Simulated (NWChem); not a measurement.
Program: NWChem. System: H2OSn, charge 0, spin multiplicity 1, at a geometry optimised with B3LYP/def2-SVP with def2 effective core potentials on Sn. The structure started from a generated list of species. Level: G0W0@PBE/def2-TZVPD with def2 effective core potentials on Sn, RI basis def2-tzvpd-rifit, no spin-orbit coupling.

Part of the output:

```
             Northwest Computational Chemistry Package (NWChem) 7.3.0
             --------------------------------------------------------

                                NWChem Input Module
                                -------------------

 Scaling coordinates for geometry "geometry" by  1.889725989
 (inverse scale =  0.529177249)

 Turning off AUTOSYM since
 SYMMETRY directive was detected!

                             Geometry "geometry" -> ""
                             -------------------------

 Output coordinates in angstroms (scale by  1.889725989 to convert to a.u.)

  No.       Tag          Charge          X              Y              Z
 ---- ---------------- ---------- -------------- -------------- --------------
    1 Sn                  50.0000     0.19325700     0.24176700     0.00000000
    2 H                    1.0000     1.53236700    -0.98353400     0.00000000
    3 O                    8.0000    -1.27925800    -1.13230200     0.00000000
    4 H                    1.0000    -0.96115500    -2.04640000     0.00000000

 Effective nuclear repulsion energy (a.u.)     136.0712917500

            Nuclear Dipole moment (a.u.)
            ----------------------------
        X                 Y               Z
 ---------------- ---------------- ----------------
    -0.0000037795     0.0000000000     0.0000000000

      Symmetry information
      --------------------

 Group name             Cs
 Group number              2
 Group order               2
 No. of unique centers     4

      Symmetry unique atoms

     1    2    3    4


 Summary of "ao basis" -> "" (spherical)
 ------------------------------------------------------------------------------
       Tag                 Description            Shells   Functions and Types
 ---------------- ------------------------------  ------  ---------------------
 *                         def2-tzvpd                 on all atoms

 Summary of "ri basis" -> "" (spherical)
 ------------------------------------------------------------------------------
       Tag                 Description            Shells   Functions and Types
 ---------------- ------------------------------  ------  ---------------------
 *                      def2-tzvpd-rifit              on all atoms

  pbe96 is a nonlocal functional; adding pw91lda local functional.

                                 NWChem DFT Module
                                 -----------------

 Summary of "ao basis" -> "ao basis" (spherical)
 ------------------------------------------------------------------------------
       Tag                 Description            Shells   Functions and Types
 ---------------- ------------------------------  ------  ---------------------
 Sn                        def2-tzvpd               18       56   7s5p4d2f
 H                         def2-tzvpd                5        9   3s2p
 O                         def2-tzvpd               14       40   6s4p3d1f

 Summary of "ao basis" -> "ao basis" (spherical)
 ------------------------------------------------------------------------------
       Tag                 Description            Shells   Functions and Types
 ---------------- ------------------------------  ------  ---------------------
 Sn                        def2-tzvpd               18       56   7s5p4d2f
 H                         def2-tzvpd                5        9   3s2p
 O                         def2-tzvpd               14       40   6s4p3d1f

      Symmetry analysis of basis
      --------------------------

        a'         78
        a"         36

            General Information
            -------------------
          SCF calculation type: DFT
          Wavefunction type:  closed shell.
          No. of atoms     :     4
          No. of electrons :    32
           Alpha electrons :    16
            Beta electrons :    16
          Charge           :     0
          Spin multiplicity:     1
          Use of symmetry is: on ; symmetry adaption is: on
          Maximum number of iterations: 100
          This is a Direct SCF calculation.
          AO basis - number of functions:   114
                     number of shells:    42
          Convergence on energy requested:  1.00D-06
[...]
  ----- ------------  ---------------      ----- ------------  ---------------
    72      0.405043  3 O  px                75      0.337436  3 O  px
    78      0.238949  3 O  px                 6     -0.164649  1 Sn s
    11      0.141589  1 Sn px                14     -0.135179  1 Sn px
     5     -0.134143  1 Sn s                 17     -0.134787  1 Sn px
     2     -0.113650  1 Sn s                 12      0.105702  1 Sn py

 Vector   15  Occ=2.000000D+00  E=-2.688574D-01  Symmetry=a"
              MO Center= -1.1D+00, -1.1D+00,  5.6D-11, r^2= 1.1D+00
   Bfn.  Coefficient  Atom+Function         Bfn.  Coefficient  Atom+Function
  ----- ------------  ---------------      ----- ------------  ---------------
    74      0.441350  3 O  pz                77      0.368149  3 O  pz
    80      0.281751  3 O  pz                19      0.113320  1 Sn pz
    13     -0.110384  1 Sn pz                16      0.103551  1 Sn pz
    83      0.051375  3 O  pz                24      0.048045  1 Sn d -1
    26     -0.046942  1 Sn d  1

 Vector   16  Occ=2.000000D+00  E=-2.167917D-01  Symmetry=a'
              MO Center=  5.4D-01,  6.7D-02,  8.0D-15, r^2= 3.2D+00
   Bfn.  Coefficient  Atom+Function         Bfn.  Coefficient  Atom+Function
  ----- ------------  ---------------      ----- ------------  ---------------
     5      0.360980  1 Sn s                  6      0.321755  1 Sn s
     2      0.267754  1 Sn s                 18      0.263358  1 Sn py
    58     -0.262335  2 H  s                 12     -0.232321  1 Sn py
     3     -0.224773  1 Sn s                 15      0.213002  1 Sn py
    59     -0.210762  2 H  s                  1     -0.169119  1 Sn s

 Vector   17  Occ=0.000000D+00  E=-1.200551D-01  Symmetry=a"
              MO Center=  2.2D-01,  2.1D-01, -4.1D-13, r^2= 3.5D+00
   Bfn.  Coefficient  Atom+Function         Bfn.  Coefficient  Atom+Function
  ----- ------------  ---------------      ----- ------------  ---------------
    19      0.494498  1 Sn pz                22      0.356632  1 Sn pz
    13     -0.348725  1 Sn pz                16      0.335187  1 Sn pz
    74     -0.165306  3 O  pz                77     -0.137016  3 O  pz
    80     -0.128685  3 O  pz                83     -0.056463  3 O  pz
    10     -0.048944  1 Sn pz                26      0.030378  1 Sn d  1

 Vector   18  Occ=0.000000D+00  E=-4.962993D-02  Symmetry=a'
              MO Center= -8.2D-03, -2.4D-01, -3.0D-14, r^2= 6.4D+00
   Bfn.  Coefficient  Atom+Function         Bfn.  Coefficient  Atom+Function
  ----- ------------  ---------------      ----- ------------  ---------------
    20      0.595381  1 Sn px                71      0.544195  3 O  s
     6     -0.509168  1 Sn s                 21      0.442276  1 Sn py
    17      0.421976  1 Sn px                 7     -0.374311  1 Sn s
    70      0.255714  3 O  s                 18      0.247907  1 Sn py
    82      0.231407  3 O  py                11     -0.213154  1 Sn px

 Vector   19  Occ=0.000000D+00  E=-8.004094D-03  Symmetry=a'
              MO Center=  6.5D-01,  6.3D-01,  9.9D-14, r^2= 9.5D+00
   Bfn.  Coefficient  Atom+Function         Bfn.  Coefficient  Atom+Function
  ----- ------------  ---------------      ----- ------------  ---------------
     7      1.602111  1 Sn s                 71     -1.036007  3 O  s
     6     -0.688928  1 Sn s                108      0.471551  4 H  s
     5     -0.362460  1 Sn s                  2     -0.261198  1 Sn s
     3      0.226172  1 Sn s                 40     -0.220015  1 Sn d  0
    18      0.196189  1 Sn py                 1      0.164943  1 Sn s

 center of mass
 --------------
 x =   0.04031345 y =   0.10205612 z =   0.00000000

 moments of inertia (a.u.)
 ------------------
         114.980185978639        -103.504655918767           0.000000000000
        -103.504655918767         120.754941036306           0.000000000000
           0.000000000000           0.000000000000         235.735127014945

     Multipole analysis of the density
     ---------------------------------

     L   x y z        total         alpha         beta         nuclear
     -   - - -        -----         -----         ----         -------
     0   0 0 0      0.000000    -16.000000    -16.000000     32.000000

     1   1 0 0      0.455669      5.340675      5.340675    -10.225681
     1   0 1 0      0.176103      6.484279      6.484279    -12.792455
     1   0 0 1     -0.000000     -0.000000     -0.000000      0.000000

     2   2 0 0    -27.043948    -44.207483    -44.207483     61.371017
     2   1 1 0      0.488492    -23.102896    -23.102896     46.694285
     2   1 0 1      0.000000      0.000000      0.000000      0.000000
     2   0 2 0    -22.522709    -41.075961    -41.075961     59.629214
     2   0 1 1      0.000000      0.000000      0.000000      0.000000
     2   0 0 2    -21.503335    -10.751667    -10.751667      0.000000

 Task  times  cpu:       10.9s     wall:       10.9s

                                NWChem Input Module
                                -------------------

                                 NWChem GW Module
                                 ----------------

                             ***********************
                             ***        GW       ***
                             ***********************

 Summary of "ri basis" -> "ri basis" (spherical)
 ------------------------------------------------------------------------------
       Tag                 Description            Shells   Functions and Types
 ---------------- ------------------------------  ------  ---------------------
 Sn                     def2-tzvpd-rifit            42      200   10s9p9d7f4g3h
 H                      def2-tzvpd-rifit            10       24   5s3p2d
 O                      def2-tzvpd-rifit            26       92   9s7p5d4f1g

                 Memory Information
                 ------------------
          Available GA per process is          1699.9 MBs
          Available stack per process is        700.0 MBs
          Available heap per process is           0.1 MBs

          Peak memory in Initialization
              Peak GA per process is                  6.3 MBs
              Peak stack per process is               0.1 MBs
              Peak heap per process is                6.7 MBs
              Memory not in MA per process            0.0 MBs

          Peak memory in AFF Calculation
              Peak GA per process is                 28.1 MBs
              Peak stack per process is              18.8 MBs
              Peak heap per process is                0.0 MBs
              Memory not in MA per process           18.8 MBs

          Computing 2-center integrals
          Computing Inverse Cholesky factor
          Computing 3-center integrals
          Computing V_xc ...

          Computing Sigma_x
          Computing RPA polarizability
          Solving quasiparticle equations

                  Alpha Orbitals
          State     Energy (eV)     Error (eV)
          -----------------------------------
@GW        13        -13.001           0.002
@GW        14        -10.060           0.002
@GW        15         -9.758           0.004
@GW        16         -8.784           0.002
@GW        17         -0.693           0.002
@GW        18          0.935           0.005

   Applying  -2.8845 eV scissor-shift to rest of particle states

   Applying   2.5743 eV scissor-shift to rest of hole states

     GW Timing Statistics
   ------------------------
   Init.   :          0.1s
     ERIs  :          0.7s
     Distr.:          0.0s
     Vxc   :          0.2s
   Sigma_x :          0.0s
   RPA     :          0.5s
   Wmn     :          0.0s
   Sigma_c :          0.0s
   GW total:          1.6s

 Task  times  cpu:        1.6s     wall:        1.6s

 Total times  cpu:       12.5s     wall:       12.5s
```

Q: Write an NWChem input that would produce this output.

A: This is not unique; one that fits is 
```
start mol
memory heap 200 mb stack 700 mb global 1700 mb
geometry units angstroms nocenter noautoz
  Sn     0.193257     0.241767     0.000000
  H      1.532367    -0.983534     0.000000
  O     -1.279258    -1.132302     0.000000
  H     -0.961155    -2.046400     0.000000
  symmetry group Cs
end
basis spherical
  * library def2-tzvpd
end
ecp
  Sn library def2-ecp
end
basis "ri basis" bse spherical
  * library def2-tzvpd-rifit
end
dft
  xc xpbe96 cpbe96
  iterations 100
  direct
  tolerances tight
end
task dft energy
gw
  states alpha occ 4 vir 2
end
task dft gw
```
